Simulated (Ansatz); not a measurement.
AlSi₄⁺. The state is a singlet with charge 1. Geometry PBE-D4/def2-SVP, basis def2-TZVP, Ansatz.

```tsv
atom	x (Å)	y (Å)	z (Å)
Al1	-0.526	0.832	3.013
Si2	1.156	1.547	-1.069
Si3	-0.887	-1.972	-0.464
Si4	-0.071	0.104	0.376
Si5	0.328	-0.512	-1.856
```

```
run  HOMO (eV)  LUMO (eV)
  A      -9.78      -8.32
  B     -10.49      -7.61
  C      -9.61      -8.31
  D      -9.86      -8.13
  E     -12.42      -5.68
```

Another isomer (singlet) lies 0.06 eV lower at PBE-D4/def2-TZVP; other spin states weren't run for this one.

Task: The runs used B97M-V, PBE, PBE0, r2SCAN, ωB97X-V. Estimate which is which.

Result: A r2SCAN (0 % exact exchange); B PBE0 (25 % exact exchange); C PBE (0 % exact exchange); D B97M-V (0 % exact exchange); E ωB97X-V (range-separated). Exact exchange lowers occupied and raises empty levels; among semilocal functionals meta-GGAs tend to open the gap a little, and such runs are hard to tell apart. The gap grows from 1.30 eV (PBE) to 6.73 eV (ωB97X-V). The restricted singlet is unstable towards broken spin symmetry in Hartree–Fock (as tested in another run); at r2SCAN-D4/def2-TZVP, PBE0-D4/def2-TZVP, PBE-D4/def2-TZVP, B97M-V/def2-TZVP and others this wasn't settled.
